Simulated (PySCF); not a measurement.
C₁₀H₈S. Atoms are numbered in the order given.

```xyz
19

C      0.0818    -3.5096     0.0000
C      1.2352    -2.7195     0.0000
C      1.1372    -1.3285     0.0000
C     -0.1182    -0.6868     0.0000
C     -0.2335     0.7728     0.0000
C     -1.3755     1.5588     0.0000
C     -1.1065     2.9526     0.0000
C      0.2410     3.2313     0.0000
S      1.1835     1.7917     0.0000
C     -1.2724    -1.4980     0.0000
C     -1.1715    -2.8882     0.0000
H      0.1583    -4.6004     0.0000
H      2.2229    -3.1896     0.0000
H      2.0522    -0.7281     0.0000
H     -2.3844     1.1430     0.0000
H     -1.8787     3.7245     0.0000
H      0.7334     4.2038     0.0000
H     -2.2620    -1.0349     0.0000
H     -2.0830    -3.4932     0.0000
```

Coordinates come from a r2SCAN-D4/def2-SVP optimisation. A frequency run showed that this geometry is not a minimum. One conformer was computed; it need not be the lowest.

The numbers are results of PBE/def2-SVP in PySCF, not measurements.

Symmetry labels are those of the subgroup Cs that the program uses (full group Cs).

Computed valence orbital energies around the gap with their symmetry:
```csv
orbital,symmetry,energy (eV)
HOMO−7,A",-8.88
HOMO−6,A',-8.66
HOMO−5,A',-8.36
HOMO−4,A',-7.95
HOMO−3,A",-6.97
HOMO−2,A",-6.37
HOMO−1,A",-6.15
HOMO,A",-5.21
LUMO,A",-1.98
LUMO+1,A",-1.12
LUMO+2,A",-0.30
LUMO+3,A',0.18
```
